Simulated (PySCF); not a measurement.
A structure optimised at PBE0-D3(BJ)/def2-SVP, used in a PySCF frequency run:

```xyz
9

F     -2.0810     0.7278     0.0000
C     -1.6134    -0.5144     0.0000
C     -0.3140    -0.7923     0.0000
C      0.7543     0.2435     0.0000
F      1.5456     0.0923     1.0885
F      1.5456     0.0923    -1.0885
H     -2.4090    -1.2650     0.0000
H      0.0036    -1.8374     0.0000
H      0.3521     1.2696     0.0000
```
Charge 0, spin multiplicity 1.

Problem. Write its SMILES, formula and point group.

Solution. F/C=C\C(F)F, C₃H₃F₃, Cs

Problem. What are its rotational constants (standard atomic weights)?

Solution. 6.8962, 2.0495, 1.9191 GHz
